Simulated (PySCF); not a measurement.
**Telling isomers of C$_{4}$H$_{2}$FN$_{3}$ apart by NMR**

PySCF 2.14 calculation with shielding tensors at PBE0/pcSseg-1 (GIAO), geometry from GFN2-xTB and couplings computed with B3LYP/pcJ-1 (spin–dipole term left out of most H,H and C,H couplings); equivalent nuclei averaged, no solvent, non-relativistic Hamiltonian, one computed conformer.

Scale: TMS for 1H and 13C (reference shieldings calculated alike). Multiplet labels drop J under 1 Hz and among equivalent protons, and merge close values. Unscaled 3J(H,H) run several per cent high. One-bond C–F couplings are unscaled and too large by tens of Hz. Shifts are as computed. Against solution values, carbons near 30 ppm lie about +3 ppm off and those near 130 ppm about +5 ppm. Of 1211 compounds with measured shifts, 218 miss one by over three times the rms of a fit or turn the order of signals round; such compounds aren't used in these exercises. OH and NH positions are gas-phase values without hydrogen bonding to other molecules.

(1) Tabulate the signals of `C#Cc1n[nH]c(F)n1`, `C#Cc1n[nH]nc1F` and their relative energies.

(2) What is the quickest way to tell C#Cc1n[nH]c(F)n1 from C#Cc1n[nH]nc1F?

## Answers

(1) 
```tsv
SMILES	carbon types	δC	δH	E rel. (kcal/mol)
C#Cc1n[nH]c(F)n1	3×C 1×CH	166.0, 148.4, 87.8, 79.8	9.26 (br s, 1H), 2.64 (s, 1H)	0.0
C#Cc1n[nH]nc1F	3×C 1×CH	175.0, 120.4, 95.0, 75.2	10.22 (br s, 1H), 3.05 (d, 1H)	13.6
```

Energies are electronic energies at PBE0/pcSseg-1 on these geometries, without zero-point or thermal terms, each for the one conformer computed, which needn't be the lowest.

(2) Both give the same number of carbon signals, with the same numbers of each carbon type, so the positions decide. The first has a substituted aromatic carbon next to a ring nitrogen (C) at 148.4 ppm, the second a substituted aromatic carbon next to a ring nitrogen (C) at 120.4 ppm. Their most deshielded carbons lie at 166.0 and 175.0 ppm. In the proton spectra the most deshielded non-exchanging signals are 2.64 (s, 1H) and 3.05 (d, J = 1.0 Hz, 1H).
